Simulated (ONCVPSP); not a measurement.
# samarium (Sm): ONCV pseudisation with LDA (Perdew-Wang 92), scalar-relativistic reference atom.

ONCVPSP 4.0.1 input, shortened (lines: element, Z, core and valence counts, functional; n l f; lmax; l rc ep ncon nbas qcut; lloc lpopt rc5 dvloc0; l nproj debl; icmod fcfact rcfact), LDA (Perdew-Wang 92), scalar-relativistic:

```
  Sm 62.00    9    3  -001012      upf
    1    0    2.00
    2    0    2.00
    2    1    6.00
    3    0    2.00
    3    1    6.00
    3    2   10.00
    4    0    2.00
    4    1    6.00
    4    2   10.00
    4    3    6.00
    5    0    2.00
    5    1    6.00
    3
    0    1.80    0.00    4    7    5.10
    1    2.50    0.00    4    8    5.70
    2    2.45    0.02    4    7    3.40
    3    1.00    0.00    5   10   19.00
    4    3    0.90   -1.00
    0    2    3.00
    1    2    0.60
    2    2    1.10
    3    2    0.90
    2    0.35    0.60
```

In the p channel the program set the typed energies aside and used -1.350, 0.250 Ha. In the d channel the program set the typed energies aside and used 0.050, 1.150 Ha.

All-electron outer shells of the reference configuration (LDA (PZ), scalar-relativistic, ld1.x):

| shell | level (eV) | outermost node (bohr) | outermost maximum (bohr) |
| --- | --- | --- | --- |
| 5p | -36.72 | 0.74 | 1.43 |
| 4f | -16.00 | – | 0.61 |

Problem. Does the generator finish with these settings?

Solution. Yes, a potential is produced and its reference levels are reproduced.

Problem. Estimate the cutoffs (Ha) at which the residual kinetic energy of the hardest occupied pseudo-wave falls to 1 and 0.1 mHa per electron.

Solution. 143 Ha and 158 Ha.

Problem. Does the potential have ghost states?

Solution. Ghosts flagged at negative energy: s at -160.9 eV; GHOST(+) flagged for p at 10.2 eV. A true bound ghost makes a file unfit for plane-wave use.

Problem. Which valence shell sets the plane-wave cutoff?

Solution. 4f: 143 Ha for 1 mHa per electron, against 13 Ha for 5s.

Its largest configuration-test error is +29 meV (4f5 5s2 5p6). 3 of 4 tests not solved or not reliable.
